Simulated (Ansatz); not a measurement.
`C[CH](C)[Cd][F]` + `CNC` → `C[N](C)[Cd][F]` + `CCC` at 400 K and 1 bar (ligand exchange at a Cd–C bond).

Gas-phase electronic energies from Ansatz, PBE0-D4/def2-TZVP geometries. CBS: MP2 limit from def2 TZ/QZ plus the TZ coupled-cluster correction, frozen cores. Elements past krypton have def2 core potentials. For Cd outer-core shells are correlated without core-valence functions, which leaves a few kJ/mol of doubt a bond. Each species was taken in one conformer, which may not be the lowest.

| species | CCSD(T)/CBS energy (Eh) | H − E (kJ/mol) | S (J/(mol·K)) |
| --- | --- | --- | --- |
| `C[CH](C)[Cd][F]` | -385.89104 | 282.2 | 395.0 |
| `CNC` | -135.00321 | 264.6 | 293.2 |
| `C[N](C)[Cd][F]` | -401.91318 | 250.4 | 392.6 |
| `CCC` | -118.98051 | 294.1 | 291.8 |

H − E and S are ideal-gas, rigid-rotor, harmonic terms from PBE0-D4/def2-TZVP, for one conformer and one mirror image of each species. 1 Eh = 2625.50 kJ/mol, R = 8.31446 J/(mol·K).

Question: By hand: ΔE, ΔH, ΔS and ΔG.

Answer: ΔE = (-401.91318) + (-118.98051) − (-385.89104) − (-135.00321) = 0.00056 Eh = 1.5 kJ/mol. Δ(H − E) = 250.4 + 294.1 − 282.2 − 264.6 = -2.3, so ΔH = -0.8 kJ/mol. ΔS = 392.6 + 291.8 − 395.0 − 293.2 = -3.8 J/(mol·K). ΔG = -0.8 − 400 × (-3.8)/1000 = 0.7 kJ/mol.

Question: By hand: the equilibrium constant, and the temperature at which ΔG would vanish if ΔH and ΔS stayed fixed.

Answer: log₁₀ K = −ΔG/(RT ln 10) = -0.1. ΔG = 0 at ΔH/ΔS = 211 K, though so small a ΔH makes that figure unsure.

TΔS isn't small against ΔH here. The sign of ΔG lies within the doubt. A doubt of 5 kJ/mol in ΔE shifts log₁₀ K by 0.7 here. Other conformers and mirror images would add mixing entropy, several J/(mol·K) or more a flexible species. These are equilibria of isolated gas molecules and say nothing of rates. Largest T1 diagnostic: 0.016 (customary marks: 0.02 for closed shells, 0.045 for open ones).
